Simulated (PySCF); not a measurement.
**Electronic structure of Sn (tin, neutral) at the UHF level**

Configuration: [Kr] 4d10 5s1 5p3, high-spin 5S determinant (an excited configuration). All numbers are calculated (PySCF 2.14, a scalar-relativistic core potential, in aug-cc-pVTZ-PP with ECP28MDF).

- Total energy: -213.231382 hartree
- One-electron energy: -375.1950 hartree
- Hartree (Coulomb) energy: 179.2020 hartree
- Exchange energy: -17.2384 hartree
- ⟨S²⟩: 6.0050
- ⟨L²⟩: 0.000
- Sum of ⟨r⟩: 29.60 bohr
- Sum of ⟨r²⟩: 59.72 bohr²

| shell | electrons | mean orbital energy (hartree) | rms radius, mean of both spins (bohr) |
| --- | --- | --- | --- |
| 4s α | 1 | -5.90055 | 0.879 |
| 4s β | 1 | -5.87694 | 0.879 |
| 4p α | 3 | -4.08626 | 0.952 |
| 4p β | 3 | -4.07091 | 0.952 |
| 4d α | 5 | -1.34982 | 1.18 |
| 4d β | 5 | -1.33125 | 1.18 |
| 5s α | 1 | -0.67229 | 2.62 |
| 5p α | 3 | -0.31366 | 3.27 |

Energies and moments cover only the electrons outside the core potential.
